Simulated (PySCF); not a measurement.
**Polarisability and C₆ of Cu (copper, neutral)**

[Ar] 3d10 4s1, 2S determinant. Computed with PySCF 2.14 in x2c-TZVPPall with one added diffuse shell each of s, p, d, f type (7s6p5d3f1g, 80 functions), with the spin-free X2C one-electron Hamiltonian (Gaussian nucleus). Coupled (time-dependent) response in atomic units; α is the mean over directions.

| method | mean α (bohr³) | C₆ (like pair) | S(−4) |
| --- | --- | --- | --- |
| PBEsol | 39.39 | 242.8 | 1240 |

S(−4) is the Cauchy moment in α(ω) = α(0) + S(−4) ω² + …

Reference α: 46.5 ± 0.5 bohr³ (recommended; Schwerdtfeger and Nagle, table of static dipole polarizabilities (2023 update)). Published C₆: 253.0 (Chu and Dalgarno (2004); Tang, Norbeck and Certain (1976)).

α(iu) at PBEsol:

| u (hartree) | α(iu) (bohr³) |
| --- | --- |
| 0 | 39.39 |
| 0.0500 | 36.56 |
| 0.100 | 30.32 |
| 0.200 | 19.06 |
| 0.300 | 12.74 |
| 0.500 | 7.302 |
| 0.750 | 4.727 |
| 1.00 | 3.463 |
| 1.50 | 2.164 |
| 2.00 | 1.508 |
| 3.00 | 0.8794 |
| 5.00 | 0.4258 |

A single London oscillator, α(iu) = α/(1 + u²/ω²), gives C₆ = (3/4) ω α². Matching the computed C₆ needs ω = 4 × 242.8 / (3 × 39.39²) = 0.209 hartree.
